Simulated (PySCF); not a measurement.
Cl3Fe, neutral, multiplicity 6. Atoms are numbered in the order given.

```xyz
4

Fe     0.0000     0.0000     0.0000
Cl     2.1395     0.0000     0.0000
Cl    -1.0697    -1.8528     0.0000
Cl    -1.0697     1.8528     0.0000
```
Charge 0, spin multiplicity 6.

Coordinates come from a PBE0-D3(BJ)/def2-SVP optimisation. The spin state was assumed, not searched. The isomer is the one that the SMILES or the coordinates give; other isomers of the formula were not compared.

Level of theory: PySCF with B3LYP/def2-TZVPD.

Mulliken values depend strongly on the basis, most of all with diffuse functions as here. ESP charges are fitted to the potential on shells at 1.4 to 2.0 van der Waals radii. Atomic charges (e):

```json
[
 {"atom": "Fe1", "ESP fit": "(withheld)", "Mulliken": "0.55", "Mulliken spin": "4.07"},
 {"atom": "Cl2", "ESP fit": "(withheld)", "Mulliken": "-0.18", "Mulliken spin": "0.31"},
 {"atom": "Cl3", "ESP fit": "(withheld)", "Mulliken": "-0.18", "Mulliken spin": "0.31"},
 {"atom": "Cl4", "ESP fit": "(withheld)", "Mulliken": "-0.18", "Mulliken spin": "0.31"}
]
```

Question: Some entries are withheld; supply them. (An estimate is asked for; the answer gives what the named calculation found.)

Answer: 
- Fe1, ESP fit: 0.56
- Cl2, ESP fit: -0.19
- Cl3, ESP fit: -0.19
- Cl4, ESP fit: -0.19
